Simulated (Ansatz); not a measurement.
The cluster B13⁺ (the lowest singlet isomer of a short search) was relaxed with r2SCAN-D4 (def2-SVP) in Ansatz in these states: charge +1 quintet, charge +1 singlet, charge +1 triplet. The geometries follow in no particular order.

A:

```xyz
13

B    -0.254    1.659    0.877
B    -1.327   -0.675    0.843
B    -0.735    0.422    1.880
B     0.386   -0.732    1.392
B     1.328    1.281    0.380
B    -0.466    0.153   -1.302
B     0.033    1.639   -0.729
B     0.855    0.832    1.892
B     0.099   -1.328   -0.109
B    -0.555   -1.560   -1.751
B    -1.606   -1.252   -0.619
B     1.328    0.477   -1.042
B     0.914   -0.916   -1.713
```

B:

```xyz
13

B    -1.597   -0.380   -0.884
B     1.302   -0.721   -1.372
B    -0.301   -1.166   -1.434
B     0.628   -1.651   -0.110
B    -1.753   -0.507    0.817
B    -0.237    1.780    0.530
B    -1.567    1.009    0.042
B    -0.980   -1.688    0.018
B     1.483   -0.252    0.331
B     1.351    1.503    0.113
B     1.920    0.693   -1.102
B    -0.929    0.661    1.584
B     0.679    0.718    1.469
```

C:

```xyz
13

B    -0.618    0.719    1.662
B     1.751    0.930   -0.248
B     0.600    1.475    0.811
B     0.245    1.517   -0.820
B    -1.946    0.381    0.684
B    -0.228   -1.755    0.251
B    -1.015   -0.830    1.394
B    -0.980    1.624    0.286
B     0.783    0.034   -1.357
B     1.126   -1.509   -0.670
B     2.356   -0.508   -0.554
B    -1.645   -0.972   -0.164
B    -0.428   -1.107   -1.275
```

Question: Judge from the bond lengths which geometry belongs to which state (an estimate).

Answer: A is the charge +1 quintet (B9–B13 1.846 Å, B6–B12 1.841 Å, B6–B13 1.793 Å); B is the charge +1 singlet (B9–B13 1.698 Å, B6–B12 1.686 Å, B6–B13 1.688 Å); C is the charge +1 triplet (B9–B13 1.666 Å, B6–B12 1.671 Å, B6–B13 1.670 Å).

At PBE0-D4/def2-TZVP a singlet lies 2.60 eV below the charge +1 quintet. At PBE0-D4/def2-TZVP a singlet lies 1.09 eV below the charge +1 triplet. These are the stationary points nearest to one start from a short search; other shapes may lie lower in each state.
